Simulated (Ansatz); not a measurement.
Basis sets compared for Ta₂Te₄ (the lowest singlet isomer of a short search). Total charge 0; singlet. Geometry r2SCAN-D4/def2-SVP. Ansatz on 4 threads of Arm Neoverse V1 on a shared host; times are rough, and most runs start from earlier orbitals.

```
atom   x (Å)   y (Å)   z (Å)
 Ta1   0.370   0.555   1.980
 Ta2   0.016   0.130  -0.412
 Te3  -1.358   2.213   0.906
 Te4  -2.084  -1.333  -1.430
 Te5   0.472  -2.299  -1.626
 Te6   2.585   0.734   0.582
```

In the def2 sets Ta, Te take a core potential; there is no spin–orbit coupling. At PBE0-D4/def2-TZVP a triplet of charge 0 lies 0.24 eV below the restricted singlet, each at its own geometry. The structure comes from a short search, and lower isomers may exist.

```json
{"level": "PBE-D4/def2-SVP", "functions": "168", "energy (Eh)": "-1186.3360", "HOMO (eV)": "-4.87", "LUMO (eV)": "-3.99", "wall time": "4.3 s"}
{"level": "PBE-D4/def2-TZVP", "functions": "280", "energy (Eh)": "-1186.4034", "HOMO (eV)": "-4.87", "LUMO (eV)": "-3.98", "wall time": "8 s"}
{"level": "r2SCAN-D4/def2-TZVP", "functions": "280", "energy (Eh)": "-1186.8109", "HOMO (eV)": "-5.03", "LUMO (eV)": "-4.01", "wall time": "18 s"}
{"level": "PBE0-D4/def2-SVP", "functions": "168", "energy (Eh)": "-1186.2878", "HOMO (eV)": "-5.59", "LUMO (eV)": "-3.53", "wall time": "8.5 s"}
{"level": "PBE0-D4/def2-TZVP (with forces)", "functions": "280", "energy (Eh)": "-1186.3579", "HOMO (eV)": "-5.56", "LUMO (eV)": "-3.47", "wall time": "24 s"}
```

(1) Estimate the rows for PBE-D4/def2-TZVPD, r2SCAN-D4/def2-TZVPD, PBE0-D4/def2-TZVPD.

Answers

(1) 
```json
{"level": "PBE-D4/def2-TZVPD", "functions": "322", "energy (Eh)": "-1186.4043", "HOMO (eV)": "-4.88", "LUMO (eV)": "-4.00", "wall time": "13 s"}
{"level": "r2SCAN-D4/def2-TZVPD", "functions": "322", "energy (Eh)": "-1186.8119", "HOMO (eV)": "-5.03", "LUMO (eV)": "-4.01", "wall time": "24 s"}
{"level": "PBE0-D4/def2-TZVPD", "functions": "322", "energy (Eh)": "-1186.3588", "HOMO (eV)": "-5.56", "LUMO (eV)": "-3.47", "wall time": "24 s"}
```
